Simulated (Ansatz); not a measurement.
Frontier orbitals of CH4N2Sn (`C1=[N][SnH2][NH]1`).

```xyz
8

C    -0.101   -0.618   -1.075
N     0.138    0.616   -1.379
Sn    0.161    1.049    0.648
N    -0.281   -0.948    0.238
H    -0.182   -1.392   -1.847
H    -1.101    1.912    1.408
H     1.651    1.284    1.448
H    -0.286   -1.904    0.558
```

The species carries charge 0 and has multiplicity 1. Correlated methods include outer-core shells of Sn, which these sets cover unevenly. Sn takes the def2 core potential. The structure was optimised at the PBE0-D4/def2-TZVP level. Basis def2-TZVPP, Ansatz.

```csv
functional,HOMO (eV),LUMO (eV),gap (eV)
PBE,-5.30,-1.93,3.37
BLYP,-5.17,-1.87,3.30
r2SCAN,-5.52,-1.65,3.87
B97M-V,-5.55,-1.83,3.72
PBE0,-6.50,-1.15,5.35
B3LYP,-6.30,-1.42,4.88
ωB97M-V,-8.75,0.42,9.17
HF,-9.32,1.48,10.80
```

Against PBE, PBE0 changes HOMO and LUMO by −1.20 and +0.78 eV, ωB97M-V by −3.45 and +2.35 eV. A gap of 3.37 eV thus becomes 9.17 eV for the same molecule, so an orbital gap means little without its functional. A positive LUMO is unbound and depends on the basis.

B3LYP here is the variant with VWN-RPA as its local correlation; programs differ in this.
